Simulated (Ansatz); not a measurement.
Consider the ligand exchange at the Si–S bond: `O[Si]([SiH3])([SiH3])S` + HCl → `O[Si]([SiH3])([SiH3])Cl` + H₂S.

Program: Ansatz. Geometries: PBE0-D4/def2-TZVP. ΔE: electronic, gas phase. CBS: MP2 limit from def2 TZ/QZ plus the TZ coupled-cluster correction, frozen cores. This one scheme is used for every species. Functionals use def2-TZVPP. B3LYP here is the variant with VWN-RPA as its local correlation; programs differ in this. Each species was taken in one conformer, which may not be the lowest.

Problem. Is it downhill or uphill in electronic energy at CCSD(T)/CBS, and by how much? (Best estimate.)

Solution. The calculation gave: Downhill: ΔE = -8.6 kcal/mol.

Problem. What do these levels give: PBE-D4, ωB97X-V, B2PLYP, r2SCAN, B3LYP, MP2/def2-TZVPP, SCS-MP2/def2-TZVPP, CCSD/def2-TZVPP, CCSD(T)/def2-TZVPP, MP2/def2-QZVPP, MP2/CBS(def2), CCSD/CBS(def2)? (Estimate.)

Solution. Ansatz gave: PBE-D4 -7.3, ωB97X-V -9.2, B2PLYP -9.4, r2SCAN -8.7, B3LYP -9.9, MP2/def2-TZVPP -8.2, SCS-MP2/def2-TZVPP -8.9, CCSD/def2-TZVPP -8.9, CCSD(T)/def2-TZVPP -8.3, MP2/def2-QZVPP -8.4, MP2/CBS(def2) -8.4, CCSD/CBS(def2) -9.2 kcal/mol.

Largest T1 diagnostic among the species: 0.013.

The D4 term adds +1.0 kcal/mol with B3LYP and +0.6 kcal/mol with PBE0; it sums over pairs of atoms, weighted by their polarisabilities, and B3LYP, whose exchange is more repulsive, gets the larger term. In def2-TZVPP, CCSD(T) changes the Hartree–Fock value by +3.5 kcal/mol (the triples alone add +0.6 kcal/mol) and MP2 by +3.6 kcal/mol.
